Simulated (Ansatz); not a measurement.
Z-matrix (Å, degrees):
```
B
C 1 1.733
C 1 1.848 2 40.4
C 1 1.676 2 48.8 3 -180.0
H 1 1.198 2 117.5 3 -82.3
H 1 1.198 2 117.5 3 82.3
C 3 1.453 1 134.1 2 -180.0
H 4 1.085 1 116.6 2 -109.8
H 4 1.085 1 116.6 2 109.8
H 7 1.092 3 110.3 1 -59.5
H 7 1.092 3 110.3 1 59.4
H 7 1.092 3 110.9 1 180.0
```

Total charge 0; spin multiplicity 1. The bonds changed during the relaxation, so this is another structure than the one it started from.

Question: List the r2SCAN/def2-TZVPP orbital energies in eV (the Gaussian-basis code of Ansatz). (An estimate is asked.)

Answer: Computed: Occupied: -274.14, -274.10, -273.93, -273.60, -179.64, -22.60, -20.11, -17.72, -13.08, -12.55, -11.84, -11.39, -11.11, -11.00, -8.57, -8.09, -7.09, -6.50. Lowest empty: -0.84, -0.18, 1.20, 1.62, 2.35, 2.70, 3.03, 3.42.
